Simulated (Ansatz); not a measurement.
A run for Ansatz (an electronic-structure program): R-PBE/def2-TZVPPD on N2 (SMILES N#N) with ghost functions, monomers drawn apart or pushed together. Files ending in .json are basis or fitting sets from the Basis Set Exchange.

Ansatz 0.2 input:
```yaml
crystal:
  periodic: [false, false, false]
  atoms:
    - {symbol: N, position_ang: [0.50188672, -0.49293007, 5.02379182]}
    - {symbol: N, position_ang: [0.57552593, -0.56386774, 3.93803977]}
basis:
  gaussian:
    orbitals: def2-TZVPPD.json
    ghost_atoms:
      - {symbol: C, position_ang: [-0.43737409, 0.42783225, -1.03061636]}
      - {symbol: C, position_ang: [-0.04093733, 0.04010681, 0.03031240]}
      - {symbol: H, position_ang: [-0.79032340, 0.77302012, -1.97158665]}
      - {symbol: H, position_ang: [0.30879242, -0.30193930, 0.97438525]}
hamiltonian:
  xc: {name: PBE}
scf: {lower_state_search: off}
```

Output:

```
WARN ansatz: RAYON_NUM_THREADS=1 ignored (pool sized by the plan → 1); use --threads N
Functional definition: PBE
these checks for a lower state are left out or cut short: stability, starts, cluster_reference, orbital_swaps, neighbouring_geometries, increment
integrals: 0.05 GiB planned
774 factors; their error is unknown
mean field: 0.51 GiB planned
mean field evaluation 1: about -2976.4828 eV, gradient 3.1e1 eV
mean field evaluation 2: about -2976.6268 eV, gradient 2.9e1 eV
mean field evaluation 4: about -2978.3551 eV, gradient 7.5e-2 eV
mean field evaluation 8: about -2978.3510 eV, gradient 1.8e-3 eV
mean field -2978.35102597 eV, -109.4523814056 hartree, gradient 2.5e-7 eV, S^2 0.000000; 0 other end points of the search recorded, 0 dependent functions left out
reference -2978.35105219 eV, -109.4523823691 hartree; 7, 7 occupied and 175, 175 virtual orbitals, 774 factors
Total energy: -2978.35105219 eV, -109.4523823691 hartree
Checks for a lower state left out: stability, starts, cluster_reference, orbital_swaps, neighbouring_geometries, increment
```

The calculation finished and met its thresholds.

Cost: roughly 1.1 core-seconds.
